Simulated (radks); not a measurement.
All-electron atom: Er XXIV in [Kr] 4d9. Calculated with a radial shooting solver on a logarithmic mesh with Libxc functionals: Dirac Kohn-Sham, LB94 model potential, spin-unpolarised, spherical densities, finite nucleus; open shells fill j = l - 1/2 first; Fermi nuclear charge, rms radius 5.2516 fm.

Normalised radial functions P(r) = r R(r) (large component), r in bohr:

```
   r/bohr * 4p1/2, o 4p3/2 (the largest magnitude, 1.66, reaches the edge; | marks zero, & curves that meet)
 0.001967                             &
 0.002842                             o*
 0.004107                             |&
 0.005934                             |o*
 0.008573                             | o*
  0.01239                             |  o*
   0.0179                             |    o *
  0.02586                             |       o*
  0.03736                             |          &
  0.05398                             |         &
  0.07799                             | * o
   0.1127                   *  o      |
   0.1628             &               |
   0.2352                     o  *    |
   0.3399                             |              o   *
    0.495                             |                          &
   0.7153                             |              *o
    1.033                             |  *o
    1.493                             &
```

4p1/2: eigenvalue -1007.3 eV, 2 radial nodes at r = 0.0833, 0.253 bohr, <r> = 0.486 bohr, 90 % of the charge inside 0.700 bohr. 4p3/2: eigenvalue -956.41 eV, 2 radial nodes at r = 0.0905, 0.269 bohr, <r> = 0.511 bohr, 90 % of the charge inside 0.733 bohr.
